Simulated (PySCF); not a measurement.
From one molecule to another.

First species: C8H12N2.
SMILES with atom numbers: `[CH2:1]=[CH:2][n:3]1[cH:4][cH:5][c:6]([CH:7]([CH3:8])[CH3:9])[n:10]1` (hydrogens: H11, H12 on C1; H13 on C2; H14 on C4; H15 on C5; H16 on C7; H17, H18, H19 on C8; H20, H21, H22 on C9)

Structure used (GFN2-xTB), in Å, numbered top down from 1:
```xyz
22
C8H12N2 angstrom
C      3.5355    0.6399    1.3188
C      3.1740   -0.0236    0.2310
N      1.8561   -0.1972   -0.1584
C      1.4217   -0.8631   -1.2588
C      0.0548   -0.7904   -1.2589
C     -0.2670   -0.0473   -0.0998
C     -1.6217    0.3371    0.3986
C     -2.3324    1.2187   -0.6303
C     -2.4451   -0.9146    0.7087
N      0.8303    0.2974    0.5430
H      2.7931    1.0809    1.9590
H      4.5696    0.7515    1.5851
H      3.8851   -0.4831   -0.4420
H      2.1052   -1.3275   -1.9414
H     -0.6201   -1.2055   -1.9790
H     -1.4778    0.9083    1.3208
H     -2.4792    0.6758   -1.5614
H     -1.7409    2.1072   -0.8392
H     -3.3046    1.5301   -0.2550
H     -2.5932   -1.5069   -0.1916
H     -3.4198   -0.6382    1.1044
H     -1.9338   -1.5301    1.4454
```

Second species: C₆H₁₄Si₃.
SMILES: `C[Si@H](C#CC1CC1)[SiH2][SiH3]`

Levels: PBE0/pcSseg-1 for dipole moment, HOMO energy, LUMO energy and HOMO–LUMO gap; GFN2-xTB for rotational constant A and rotational constant C. Geometries: GFN2-xTB. Each structure is a single optimised conformer of the isolated species, non-relativistic unless stated; the electronic structure was computed with PySCF and density fitting.

Dipoles, sizes and rotational constants follow the conformer. The torsions of the flexible species, by atom-mapped SMILES:
- `[CH2:1]=[CH:2][n:3]1[cH:4][cH:5][c:6]([CH:7]([CH3:8])[CH3:9])[n:10]1`: C1–C2–N3–C4 180°, C5–C6–C7–C8 -61°
- `[CH3:1][Si@H:2]([C:3]#[C:4][CH:5]1[CH2:6][CH2:7]1)[SiH2:8][SiH3:9]`: C1–Si2–Si8–Si9 97°

Which of the two has the higher dipole moment, and by how much?

The first: 1.69 D against 1.24 D, a difference of 0.45 D.

Which has the higher HOMO–LUMO gap?

The second: 6.82 eV against 5.99 eV, a difference of 0.83 eV.

Which of the two has the higher rotational constant A, and by how much?

The first: 3.028 GHz against 1.086 GHz, a difference of 1.942 GHz.

Which of the two has the higher LUMO energy, and by how much?

The second: -0.33 eV against -0.51 eV, a difference of 0.18 eV.

Which has the higher HOMO energy?

The first: -6.50 eV against -7.15 eV, a difference of 0.65 eV.

Which of the two has the higher rotational constant C, and by how much?

The first: 0.709 GHz against 0.419 GHz, a difference of 0.290 GHz.

On the first: A dipole of 1.69 D is allowed in Cs, and pure rotational transitions are dipole-allowed. The dipole matches unit charges of opposite sign 0.35 Å apart (1 e·Å = 4.8032 D).

On the second: A dipole of 1.24 D is allowed in C1, and pure rotational transitions are dipole-allowed. The dipole matches unit charges of opposite sign 0.26 Å apart (1 e·Å = 4.8032 D).
